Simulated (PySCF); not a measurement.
# One molecule, several mistakes: BH6N2Si cation

All numbers below are calculated, not measured. The program is PySCF 2.14.0, an open-source quantum chemistry code, run on an isolated molecule that a program drew, which may never have been made. The molecule is BH6N2Si cation (charge +1, singlet), drawn as the SMILES string `[BH+]N[SiH2]N`.

Each row is a Hartree-Fock (HF) and frozen-core CCSD(T) single point in the cc-pV(D+d)Z basis, meant for a local HF minimum. Run 1 is clean. Each other run has one planted mistake out of seven kinds, and not every kind appears here: one electron removed, one electron added, multiplicity raised by two, geometry at a saddle point, minimal basis STO-3G, one bond length entered in bohr, all coordinates scaled. The reference is restricted for singlets and unrestricted otherwise, and also for a bond in bohr. Adding or removing an electron swaps singlet and doublet. Electrons count all cores. HOMO and LUMO are orbital energies over both spins, the gradient is its largest component, and the lowest frequency (negative if imaginary) is given only where the gradient is small. Bond lengths are over the 9 bonds as drawn. T1 is the CCSD diagnostic: over 0.02 (restricted) or 0.045 (unrestricted) a single reference is doubtful.

Geometry of the clean run:
```xyz
10
BH6N2Si cation, angstrom
B     1.3884    0.4462   -1.9063
N     0.6111   -0.4858   -1.4429
Si    0.3051   -0.9286    0.3805
N     0.6470   -2.5410    0.6416
H     2.1029    1.2941   -2.2800
H     0.0988   -1.0553   -2.1071
H     1.2371    0.0090    1.0106
H    -1.1185   -0.6311    0.5169
H     1.5589   -2.9025    0.8495
H    -0.0618   -3.2495    0.6837
```

```
run,electrons,basis functions,<S^2>,HOMO (eV),LUMO (eV),gradient (hartree/bohr),lowest frequency (cm^-1),mean bond (Å),longest bond (Å),T1,HF (hartree),CCSD(T) (hartree),mistake
1,38,95,0.000,-15.88,-3.40,1.8e-05,86,1.3316,1.901,0.0144,-425.84266,-426.39776,no fault
2,38,95,2.026,-9.75,-7.14,1.6e-01,-,1.3316,1.901,0.0442,-425.66641,-426.20030,multiplicity raised by two
3,39,95,0.768,-5.37,4.27,6.8e-02,-,1.3316,1.901,0.0140,-426.00264,-426.57159,one electron added
4,38,95,0.696,-15.40,-3.44,3.1e-02,-,1.4307,1.901,0.0620,-425.68774,-426.24499,?
5,38,30,0.000,-13.82,-0.56,2.3e-02,-,1.3316,1.901,0.0211,-420.81986,-421.05285,?
```

**Which mistake was planted in run 4, and what did it cost?**

The mean bond changes by a factor of 1.074 and the longest by 1.000, so the molecule wasn't scaled as a whole. A length L in bohr read as angstrom grows by (1/0.5292 - 1) L = 0.890 L. The 9 bonds together grew by 9 x 0.0991 = 0.892 Å, which gives L = 1.002 Å. That is the length of one of the H-N bonds, 1.003 Å in the clean geometry. So the mistake is: one bond length entered in bohr. Subtracting run 1 and multiplying by 627.51 kcal/mol a hartree, the energy moved by 97.2 kcal/mol in HF and 95.9 kcal/mol in CCSD(T).

**Which mistake was planted in run 5, and what did it cost?**

It has 30 basis functions where the clean run has 95, with the same electrons and geometry. So the mistake is: minimal basis STO-3G. Subtracting run 1 and multiplying by 627.51 kcal/mol a hartree, the energy moved by 3151.9 kcal/mol in HF and 3354.0 kcal/mol in CCSD(T).

Cautions from the logs. Run 4: T1 is over the limit, so its CCSD(T) energy is less reliable; run 5: T1 is over the limit, so its CCSD(T) energy is less reliable.
